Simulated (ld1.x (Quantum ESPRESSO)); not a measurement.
**Before and after: RRKJ potential for Ti (Z = 22)**

Ti, norm-conserving RRKJ (Kleinman–Bylander form), made with ld1.x (Quantum ESPRESSO) 7.5 (PW91, scalar-relativistic). Core [Ne], reference 3s2 3p6 3d2 4s2 4p0. Waves: 3s (bound): rc 1.60 bohr; 3d (bound): rc 1.80 bohr; 3p (bound): rc 1.75 bohr. Local part: the p channel. Core correction: none. rho0 = 0.02.

Occupied shells without a wave of their own: 4s. They enter only through the test configuration that unscreens the potential.

Change: wave 3p (bound): rc 1.75 bohr becomes 3p (bound): rc 1.18 bohr.

Cutoffs: the cutoffs (Ry, on a coarse ladder) from which the occupation-weighted sum of valence levels, in a spherical-Bessel basis at the reference potential, stays within 10 and 1 mRy of its value at 400 Ry; they do not see the model core or the augmentation charge, which bear on the density cutoff. Errors are all-electron minus pseudo energies relative to the spin-unpolarised reference configuration.

**Question.** What does the change do?

**Answer.** The potential gets harder (60 Ry and 80 Ry → 70 Ry and 100 Ry); of the 7 tests that both files solve, the error grows in 5 and shrinks in 0 by more than 15 % and 0.3 meV (median size 10.8 → 37.2 meV); neither file shows a bound ghost. A smaller radius makes the pseudo-wave follow the all-electron one further in, where it bends more sharply, so more plane waves are needed. That the errors move this way runs against the usual rule that smaller radii transfer better.

| quantity | base | changed |
| --- | --- | --- |
| cutoff, loose | 60 Ry | 70 Ry |
| cutoff, tight | 80 Ry | 100 Ry |
| bound ghosts | none | none |
| error for 3s2 3p6 3d2 4s1 4p0, meV [ΔE 7.39 eV] | +4.1 | +14 |
| error for 3s2 3p6 3d2 4s0 4p0, meV [ΔE 20.98 eV] | +11 | +37 |
| error for 3s2 3p6 3d1 4s0 4p0, meV [ΔE 48.04 eV] | +72 | +113 |
| error for 3s2 3p6 3d2 4s1.5 4p0, meV [ΔE 2.96 eV] | +1.7 | +5.9 |
| error for 3s2 3p6 3d0 4s0 4p0, meV [ΔE 91.45 eV] | +594 | +646 |
| error for 3s2 3p6 3d2.5 4s1.5 4p0, meV [ΔE 0.34 eV] | +6.1 | +9.0 |
| error for 3s2 3p6 3d1 4s2 4p1, meV [ΔE 4.71 eV] | +81 | +73 |
| s: phases at 1.95 bohr within 0.05 rad from the reference energy up to (Ry; the scan ends near 5) | to the end of the scan | to the end of the scan |
| p: phases at 1.95 bohr within 0.05 rad from the reference energy up to (Ry; the scan ends near 5) | 2.1 | 2.4 |
| d: phases at 1.95 bohr within 0.05 rad from the reference energy up to (Ry; the scan ends near 5) | 2.5 | 2.5 |

Base: The 4s level has no wave, so the channel is fitted at the deeper level alone: the likely source of the large errors. Changed file: The 4s level has no wave, so the channel is fitted at the deeper level alone: the likely source of the large errors.
